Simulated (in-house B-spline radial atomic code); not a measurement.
Configurations of Cr VI (Cr5+), with energies counted from [Ar] (3d3/2)1. Level of theory: Dirac-Hartree-Fock, average of each configuration as written, Fermi nucleus of rms radius 3.6452 fm; calculated with an all-electron radial atomic-structure program (B-spline basis). Energies include first-order Breit, QED and recoil terms.

Occupations are held fixed; configurations that lie above the ionisation limit could autoionise.

```csv
configuration,E - E(ref) (eV),highest orbital,its <r> (bohr)
[Ar] (3d5/2)1,0.11353,3d5/2,0.9513
[Ne] 3s2 (3p1/2)2 (3p3/2)3 (3d3/2)2,45.176,3d3/2,0.9484
[Ar] 5s1,56.539,5s1/2,3.745
[Ar] (5d3/2)1,65.64,5d3/2,4.642
[Ar] (6p1/2)1,70.637,6p1/2,6.336
[Ne] 3s2 (3p1/2)2 (3p3/2)3 (3d5/2)1 (6g7/2)1,122.46,6g7/2,7.319
```

Question: Order these further configurations by energy, lowest first.
A. [Ar] 6s1
B. [Ar] (7d5/2)1
C. [Ne] 3s2 (3p1/2)1 (3p3/2)4 (3d3/2)1 (6f7/2)1
D. [Ne] 3s2 (3p1/2)1 (3p3/2)4 (3d3/2)1 7s1
E. [Ar] (6d3/2)1

Answer: A (68.845 eV), E (73.568 eV), B (78.117 eV), D (123.68 eV), C (124.02 eV).

Question: How far above the reference does [Ar] (5f5/2)1 lie?

Answer: 69.543 eV; its least bound orbital is 5f5/2 with <r> = 5.059 bohr.

Question: How far above the reference does [Ar] (7p1/2)1 lie?

Answer: 76.383 eV; its least bound orbital is 7p1/2 with <r> = 9.138 bohr.
